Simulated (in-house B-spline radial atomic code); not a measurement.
A radial electron density 4πr²n(r) was computed for an atom or ion in its tabulated ground configuration with an all-electron radial atomic-structure program (B-spline basis); method: Dirac-Hartree-Fock, average of configuration. Columns: r (bohr), 4πr²n(r) (electrons per bohr), bar.

```
0.000442    3.712 #
0.000539    5.046 #
0.000658    6.837 ##
0.000802    9.194 ###
0.000978     12.3 ####
 0.00119    16.29 #####
 0.00145    21.45 ######
 0.00177    28.04 ########
 0.00216     36.2 ##########
 0.00264    46.16 #############
 0.00322    57.71 #################
 0.00392    70.54 ####################
 0.00478    84.24 ########################
 0.00583    97.65 ############################
 0.00712    109.3 ###############################
 0.00868    117.3 ##################################
  0.0106    120.5 ###################################
  0.0129    118.3 ##################################
  0.0157    112.6 ################################
  0.0192    106.9 ###############################
  0.0234    106.9 ###############################
  0.0285    115.9 #################################
  0.0348    132.7 ######################################
  0.0424    148.8 ###########################################
  0.0518    153.2 ############################################
  0.0631      142 #########################################
   0.077    125.4 ####################################
  0.0939    121.6 ###################################
   0.114    134.4 #######################################
    0.14    144.4 #########################################
    0.17    128.5 #####################################
   0.208    96.28 ############################
   0.253    81.63 #######################
   0.309    90.57 ##########################
   0.376    94.79 ###########################
   0.459    75.37 ######################
    0.56    44.83 #############
   0.683    21.47 ######
   0.833    8.878 ###
    1.02    2.904 #
    1.24   0.6657 
    1.51  0.08367 
    1.84 0.004856 
    2.25 0.0001009 
    2.74 7.163e-07
```

Task: Which atom or ion is it?
A. Hg20+
B. Tl20+
C. Pb20+
D. Pb21+

Result: C. The area under the curve, ∫4πr²n dr = ∫r·4πr²n d(ln r) on this logarithmic grid, is 62 electrons, which only this option has. The configuration is [Kr] 4d10 4f14 5s2.
